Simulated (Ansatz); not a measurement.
Level of theory: frozen-core CCSD(T)/cc-pVTZ // PBE0-D3(BJ)/def2-TZVP in Ansatz (a program for electronic structure).

Ansatz 0.2 input:
```yaml
crystal:
  periodic: [false, false, false]
  atoms:
    - { symbol: Cl, position_ang: [1.85935, -0.361504, -0.000006] }
    - { symbol: Ga, position_ang: [-0.001926, 0.732779, -0.000001] }
    - { symbol: Cl, position_ang: [-1.857423, -0.371276, 0.000007] }
basis:
  gaussian: { orbitals: cc-pVTZ }
correlation:
  method: ccsd_t
magnetization:
  spin_polarized: true
  initial_magnetization: 1
```

Output:

```
Functional definition: HF
694 factors; integrals over basis functions are off by at most 8.0e-4 eV
mean field evaluation 1: about -77344.9104 eV, gradient 1.3e1 eV
mean field evaluation 2: about -77344.9765 eV, gradient 1.3e1 eV
mean field evaluation 4: about -77346.3413 eV, gradient 1.8e0 eV
mean field evaluation 8: about -77346.4279 eV, gradient 3.5e-1 eV
mean field evaluation 16: about -77346.4314 eV, gradient 3.6e-6 eV
mean field -77346.43140168 eV, -2842.4289267175 hartree, gradient 3.2e-6 eV, S^2 0.757263; 0 other end points of the search recorded, 0 dependent functions left out
19 core orbitals not correlated
reference -77346.43140168 eV, -2842.4289267175 hartree; 14, 13 occupied and 78, 79 virtual orbitals, 694 factors
second order -13.49999265 eV of doubles, -0.00000000 eV of singles
cycle   1  -13.95378975 eV  change   -4.5e-1 eV  update   8.5e-2
cycle   2  -14.30749309 eV  change   -3.5e-1 eV  update   2.6e-2
cycle   3  -14.37836625 eV  change   -7.1e-2 eV  update   1.5e-2
cycle   4  -14.36959039 eV  change    8.8e-3 eV  update   5.1e-3
cycle   5  -14.36946120 eV  change    1.3e-4 eV  update   2.2e-3
cycle   6  -14.36973423 eV  change   -2.7e-4 eV  update   8.9e-4
cycle   7  -14.37007260 eV  change   -3.4e-4 eV  update   3.6e-4
cycle   8  -14.37013624 eV  change   -6.4e-5 eV  update   1.4e-4
cycle   9  -14.37011872 eV  change    1.8e-5 eV  update   5.6e-5
cycle  10  -14.37009683 eV  change    2.2e-5 eV  update   2.2e-5
perturbative correction -0.68271088 eV, -0.0250891621 hartree
Total energy: -77361.48420939 eV, -2842.9821071976 hartree
```

Cost: roughly 28 core-seconds.
